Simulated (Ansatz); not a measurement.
Input for Ansatz (a first-principles code):
Ansatz 0.2 input:
```yaml
crystal:
  periodic: [false, false, false]
  atoms:
    - {symbol: Te, position_ang: [-0.06824556, -0.05189516, 0.73922318]}
    - {symbol: Cl, position_ang: [1.14915592, 1.35509134, -1.20072069]}
    - {symbol: Cl, position_ang: [-0.94040481, -1.19635319, -1.06043255]}
basis:
  gaussian:
    orbitals: STO-3G
hamiltonian:
  xc: {name: wB97X-V}
magnetization: {spin_polarized: true, initial_magnetization: 2}
```

Task: What is the computed number of basis functions (Ansatz with WB97X-V/STO-3G)?

Result: 45

Task: Predict the <S^2> from WB97X-V/STO-3G.

Result: 2.012

Task: What is the computed total energy (WB97X-V/STO-3G)?

Result: -7459.1853 Eh
